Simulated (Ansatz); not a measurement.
Two shapes of singlet Li2F2.

Shape 1:

```xyz
4

Li    1.1079    0.0376   -0.0328
Li   -1.1099    0.0329   -0.0373
F     0.0167    1.3138    0.0420
F     0.0039   -1.3052   -0.0482
```

Shape 2:

```xyz
4

Li    1.1931    0.0000    0.0000
Li   -1.1931    0.0000    0.0000
F     0.0000    1.3959    0.0000
F     0.0000   -1.3959    0.0000
```

Basis set: 6-31G* (spherical functions). Frozen core: 2 orbitals. Charge 0, multiplicity 1.

Computed with Ansatz (development build ahead of 0.2.0); each method stands on the lowest determinant of its kind that the runs found.

Which shape is lower in energy, and by how much in each method?

| method | E(2) − E(1) (eV) |
| --- | --- |
| RHF | 0.242 |
| RHF-MP2 | 0.159 |

Shape 1 is lower.
